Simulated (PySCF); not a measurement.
## EPR parameters of CH10PSi3

Compound: CH10PSi3 (doublet state).
Z-matrix (Å and degrees, GFN2-xTB geometry), rows numbered from 1:
```
Si
C   1  1.9048
Si  2  1.9105  1  113.18
Si  2  1.9112  1  111.17  3  -126.66
P   4  2.2408  2  112.18  1   177.37
H   1  1.4647  2  110.21  3   -54.84
H   1  1.4622  2  109.75  3    65.80
H   1  1.4650  2  109.06  3  -174.51
H   2  1.0951  1  106.81  3   116.33
H   3  1.4657  2  108.93  1    59.41
H   3  1.4629  2  109.44  1   -60.44
H   3  1.4650  2  109.21  1   178.69
H   4  1.4799  2  108.99  1    60.93
H   5  1.3817  4   95.56  2   158.13
H   5  1.3842  4   95.80  2    65.32
```

The hyperfine couplings belong to this conformer and change with its torsions.

Identity: `[SiH3]C([SiH3])[SiH]P` [radical].

Computed with PySCF, UKS B3LYP, pcH-1 on C H P Si, non-relativistic, mean-field spin-orbit, GIAO. The structure is a single GFN2-xTB conformer in the gas phase; no vibrational or solvent corrections. A GFN2-xTB geometry isn't a minimum of the functional, and hyperfine couplings can be far from their values at a DFT geometry, by a factor of two or more for some ions and for spin on atoms past the first row. The SCF solution wasn't tested for stability.

```json
{
  "g1, g2, g3": "2.00161, 2.00331, 2.00670",
  "g_iso": "2.00387",
  "Form of g": "rhombic: the two nearest values differ by 33 % of g3 − g1",
  "⟨S²⟩": "0.7523 (exact 0.7500)",
  "Basis functions": "265"
}
```

Isotropic coupling and dipolar principal values T1 to T3, in MHz; ρ(0) is the spin density at the nucleus:

```json
{"atom": "Si1", "isotope": "29Si", "a_iso": "-7.7", "of which spin–orbit": "0.0", "T1": "-1.2", "T2": "0.3", "T3": "0.9", "Mulliken spin population": "0.00", "ρ(0) (bohr⁻³)": "0.0087"}
{"atom": "C2", "isotope": "13C", "a_iso": "17.8", "of which spin–orbit": "0.0", "T1": "-4.9", "T2": "-4.8", "T3": "9.7", "Mulliken spin population": "0.01", "ρ(0) (bohr⁻³)": "0.0158"}
{"atom": "Si3", "isotope": "29Si", "a_iso": "-36.6", "of which spin–orbit": "0.1", "T1": "-8.0", "T2": "3.5", "T3": "4.5", "Mulliken spin population": "0.02", "ρ(0) (bohr⁻³)": "0.0412"}
{"atom": "Si4", "isotope": "29Si", "a_iso": "-481.6", "of which spin–orbit": "0.8", "T1": "-152.1", "T2": "74.9", "T3": "77.2", "Mulliken spin population": "0.83", "ρ(0) (bohr⁻³)": "0.5428"}
{"atom": "P5", "isotope": "31P", "a_iso": "4.8", "of which spin–orbit": "-0.5", "T1": "-60.1", "T2": "-53.1", "T3": "113.2", "Mulliken spin population": "0.11", "ρ(0) (bohr⁻³)": "0.0029"}
{"atom": "H6", "isotope": "1H", "a_iso": "-0.9", "of which spin–orbit": "0.0", "T1": "-0.9", "T2": "-0.6", "T3": "1.6", "Mulliken spin population": "0.00", "ρ(0) (bohr⁻³)": "-0.0002"}
{"atom": "H7", "isotope": "1H", "a_iso": "-0.2", "of which spin–orbit": "0.0", "T1": "-1.4", "T2": "-1.1", "T3": "2.5", "Mulliken spin population": "0.00", "ρ(0) (bohr⁻³)": "0.0000"}
{"atom": "H8", "isotope": "1H", "a_iso": "-0.3", "of which spin–orbit": "0.0", "T1": "-2.1", "T2": "-1.5", "T3": "3.5", "Mulliken spin population": "0.00", "ρ(0) (bohr⁻³)": "-0.0001"}
{"atom": "H9", "isotope": "1H", "a_iso": "4.3", "of which spin–orbit": "0.0", "T1": "-4.0", "T2": "-2.1", "T3": "6.2", "Mulliken spin population": "0.00", "ρ(0) (bohr⁻³)": "0.0010"}
{"atom": "H10", "isotope": "1H", "a_iso": "21.8", "of which spin–orbit": "0.0", "T1": "-1.2", "T2": "-0.4", "T3": "1.6", "Mulliken spin population": "0.01", "ρ(0) (bohr⁻³)": "0.0049"}
{"atom": "H11", "isotope": "1H", "a_iso": "-1.1", "of which spin–orbit": "0.0", "T1": "-1.5", "T2": "-0.6", "T3": "2.2", "Mulliken spin population": "0.00", "ρ(0) (bohr⁻³)": "-0.0003"}
{"atom": "H12", "isotope": "1H", "a_iso": "-1.7", "of which spin–orbit": "0.0", "T1": "-1.6", "T2": "-0.4", "T3": "2.0", "Mulliken spin population": "0.00", "ρ(0) (bohr⁻³)": "-0.0004"}
{"atom": "H13", "isotope": "1H", "a_iso": "53.5", "of which spin–orbit": "0.0", "T1": "-8.0", "T2": "0.6", "T3": "7.4", "Mulliken spin population": "0.01", "ρ(0) (bohr⁻³)": "0.0120"}
{"atom": "H14", "isotope": "1H", "a_iso": "24.6", "of which spin–orbit": "0.0", "T1": "-4.0", "T2": "-0.4", "T3": "4.4", "Mulliken spin population": "0.01", "ρ(0) (bohr⁻³)": "0.0055"}
{"atom": "H15", "isotope": "1H", "a_iso": "14.4", "of which spin–orbit": "0.0", "T1": "-3.9", "T2": "-0.2", "T3": "4.1", "Mulliken spin population": "0.00", "ρ(0) (bohr⁻³)": "0.0032"}
```

The Mulliken spin populations are largest on Si4 (+0.83) and P5 (+0.11). Si4 is the only atom above +0.15. The angles at Si4 add up to 326.7°, so it is pyramidal.

Axes: g2 points within 10° of the Si4–P5 bond.

Under fast tumbling the dipolar parts average out, and these isotropic splittings remain: 1 × 1H (H13, I = 1/2, 2 lines) with 1.91 mT, 2 × 1H (H14/H15, I = 1/2, 3 lines) with 0.69 mT, 1 × 31P (P5, I = 1/2, 2 lines) with 0.17 mT, 1 × 1H (H9, I = 1/2, 2 lines) with 0.15 mT and 6 × 1H (H6 (×6), I = 1/2, 7 lines) with 0.10 mT.

Means are taken over nuclei equivalent by connectivity, which assumes that they swap fast. The six 1H nuclei of mean +2.9 MHz run from -1.7 to 21.8 MHz in the frozen geometry. The 1H value of +19.5 MHz is a mean of couplings from 14.4 to 24.6 MHz in this one geometry, not an average over conformers.

The 13C coupling of C2 (17.8 MHz) shows only in satellite lines or after enrichment, since that isotope makes up about 1.07 % of natural carbon.

The 29Si coupling of Si4 (-481.6 MHz) shows only in satellite lines or after enrichment, since that isotope makes up about 4.7 % of natural silicon.
